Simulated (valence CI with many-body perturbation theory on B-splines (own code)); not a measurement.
## As: key properties

Computed by relativistic CI+MBPT: five valence electrons over a frozen Dirac-Fock core [Ar] 3d10, radial functions for each j: 9 s, 9 p, 8 d, 6 f, 3 g, 1 h, with the one-electron correlation potential Σ1, the two-electron term Σ2, the three-electron term Σ3, Breit, model QED; selected CI, second order for the rest, scaled by the run's own slope (own B-spline code, finite nucleus).

Set against measurement, 11 paired levels are off by 93 cm⁻¹ on average, the worst by 134. These come from a selection out of the NIST Handbook of Basic Atomic Spectroscopic Data. Levels without a partner in it may be off by more. Among the levels kept, up to 1700 cm⁻¹ of a level comes from second order outside the variational space, and about a tenth of that is noise between levels of different J, which matters for small intervals.

Rates and lifetimes use the calculated energies. Strong lines usually hold to 10 to 20 %, long lifetimes can be off by a factor of two.

Task: What is the ground level?

Result: 4s2 4p3 4S°_3/2, composition 94 % 4s2 4p3 4S°, g = 1.998.

Task: What is the ionisation energy?

Result: 9.7579 eV; NIST lists 9.78855 eV (measured).

Task: Name the longest-lived excited levels whose lifetime is computed, and their main decay.

Result: 4s2 4p3 2D°_5/2 at 10961 cm⁻¹ lives 221 s, mostly by E2 to 4s2 4p3 4S°_3/2; 4s2 4p3 2D°_3/2 at 10631 cm⁻¹ lives 18.9 s, mostly by M1 to 4s2 4p3 4S°_3/2; 4s2 4p3 2P°_1/2 at 18236 cm⁻¹ lives 998 ms, mostly by M1 to 4s2 4p3 4S°_3/2.

Task: What are the static dipole polarisabilities of the lowest levels?

Result: 4s2 4p3 4S°_3/2 29.0; 4s2 4p3 2D°_3/2 31.6 (tensor -1.7); 4s2 4p3 2D°_5/2 31.7 (tensor -0.84); 4s2 4p3 2P°_1/2 34.1 bohr³, of which the core gives 0.510. The recommended value for the atom is 30 ± 1 bohr³ (Schwerdtfeger and Nagle, table of static dipole polarizabilities (2023 update)).

Task: How well does LS coupling describe the low levels?

Result: Among the lowest 20 levels the leading LS term, summed over configurations, holds 87 % on average. For single configurations the figures are 78 % in LS and 59 % in jj coupling. Terms mix most in the J = 3/2 level at 61849 cm⁻¹, where the leading one holds 34 %.

Task: Among levels below 71619 cm⁻¹, which E1 lines absorb most strongly from the ground level?

Result: to 4s2 4p2 5s 4P_5/2 at 189.5 nm, f = 0.166; to 4s2 4p2 5s 4P_3/2 at 194.2 nm, f = 0.109; to 4s2 4p2 4d 4P_5/2 at 160.1 nm, f = 0.0949.

Task: Where does the other parity begin?

Result: At 4s2 4p2 5s 4P_1/2, 50560 cm⁻¹.
